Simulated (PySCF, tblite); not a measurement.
Isomers of C5H12FPSi. Computed values, GFN2-xTB/tblite, gas phase, harmonic and unscaled. The method is semi-empirical: single wavenumbers can be off by several per cent or more. Modes of hydrogen on phosphorus and silicon can be 10 to 20 % off. One conformer each.

Electronic energies: PBE0/pcSseg-1 single points on the GFN2-xTB geometries (PySCF, gas phase).

| SMILES | electronic energy, lowest = 0 (kcal/mol) |
| --- | --- |
| C[C@@H]1CCC[Si@@]1(F)P | 0.0 |
| C[C@@H](F)[C@H]1CC[Si@H]1P | 59.6 |
| CC(C)/C(F)=P\C[SiH3] | 75.4 |

How do GFN2-xTB zero-point energies change the relative energies?

```
                    SMILES  ZPE (kcal/mol)  of it from modes above 1550 cm⁻¹  electronic (kcal/mol)  with ZPE, lowest = 0 (kcal/mol)  lowest mode (cm⁻¹)  rings
    C[C@@H]1CCC[Si@@]1(F)P           100.3                              49.4                    0.0                              0.0                  53      1
C[C@@H](F)[C@H]1CC[Si@H]1P            97.5                              48.4                   59.6                             56.8                  42      1
      CC(C)/C(F)=P\C[SiH3]            95.9                              48.5                   75.4                             71.1                  45      0
```

The zero-point energies span 4.4 kcal/mol, from `CC(C)/C(F)=P\C[SiH3]` to `C[C@@H]1CCC[Si@@]1(F)P`. The order is unchanged.

And how do the electronic energies of GFN2-xTB itself compare?

`C[C@@H]1CCC[Si@@]1(F)P` 0.0; `C[C@@H](F)[C@H]1CC[Si@H]1P` 47.4; `CC(C)/C(F)=P\C[SiH3]` 56.2 kcal/mol, lowest = 0. Against the energies above, taken from the same isomer `C[C@@H]1CCC[Si@@]1(F)P`, the largest difference is 19.2 kcal/mol.

What do entropy and thermal enthalpy add at 298.15 K and 1 bar (rigid rotor, harmonic oscillator, one conformer each)?

| SMILES | point group | symmetry number | S (cal/(mol K)) | H − H(0) (kcal/mol) | ZPE + H − H(0) − TS (kcal/mol) |
| --- | --- | --- | --- | --- | --- |
| C[C@@H]1CCC[Si@@]1(F)P | C1 | 1 | 102.7 | 7.39 | 77.0 |
| C[C@@H](F)[C@H]1CC[Si@H]1P | C1 | 1 | 104.2 | 7.53 | 74.0 |
| CC(C)/C(F)=P\C[SiH3] | C1 | 1 | 107.6 | 8.05 | 71.9 |
